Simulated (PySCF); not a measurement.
Isomers C$_{6}$H$_{5}$FO$_{2}$:

A. `O=C1C=C(CF)C(=O)C1`
B. `Cc1ccoc1C(=O)F`
C. `C1(=O)[C@H](C)C(=O)C(F)=C1`
D. `InChI=1S/C6H5FO2/c1-4-2-3-5(9-4)6(7)8/h2-3H,1H3`

Spectrum 1. $^{13}$C{$^{1}$H} NMR (computed): δ 203.6 (C), 203.3 (C), 184.1 (C), 133.3 (CH), 50.8 (CH), 15.3 (CH3).

Spectrum 2. $^{13}$C{$^{1}$H} NMR (computed): δ 157.6 (C), 153.2 (CH), 150.1 (C), 141.5 (C), 122.3 (CH), 14.1 (CH3).

Spectrum 3. $^{13}$C{$^{1}$H} NMR (computed): δ 168.0 (C), 155.5 (C), 144.6 (C), 134.6 (CH), 116.7 (CH), 17.0 (CH3).

Spectrum 4. $^{13}$C{$^{1}$H} NMR (computed): δ 206.6 (C), 203.1 (C), 169.6 (C), 150.0 (CH), 83.2 (CH2), 45.3 (CH2).

All values are calculated (PySCF): GIAO PBE0/pcSseg-1 shieldings, structure optimised with GFN2-xTB. One computed conformer, one averaged value for each set of equivalent atoms, no solvent model, non-relativistic.

Shifts are taken against calculated references (same method and geometry level): $^{13}$C vs TMS. Splittings of carbon signals by F and P are missing where no couplings were computed. Shifts are as computed. Against solution values, carbons near 30 ppm lie about +3 ppm off and those near 130 ppm about +5 ppm. Of 1211 compounds with measured shifts, 218 miss one by over three times the rms of a fit or turn the order of signals round; such compounds aren't used in these exercises.

Task: Match each spectrum to its structure.

Result: 1–C, 2–B, 3–D, 4–A.

- Spectrum 1 (C): 6 $^{13}$C signals; δC 203.6 is a ketone carbonyl carbon; δC 203.3 is a ketone carbonyl carbon.
- Spectrum 2 (B): 6 $^{13}$C signals; δC 14.1 is a methyl carbon on an aromatic ring; δC 157.6 is a carbonyl carbon.
- Spectrum 3 (D): 6 $^{13}$C signals; δC 134.6 is an aromatic CH; δC 17.0 is a methyl carbon on an aromatic ring.
- Spectrum 4 (A): 6 $^{13}$C signals; δC 206.6 is a ketone carbonyl carbon; δC 203.1 is a ketone carbonyl carbon.
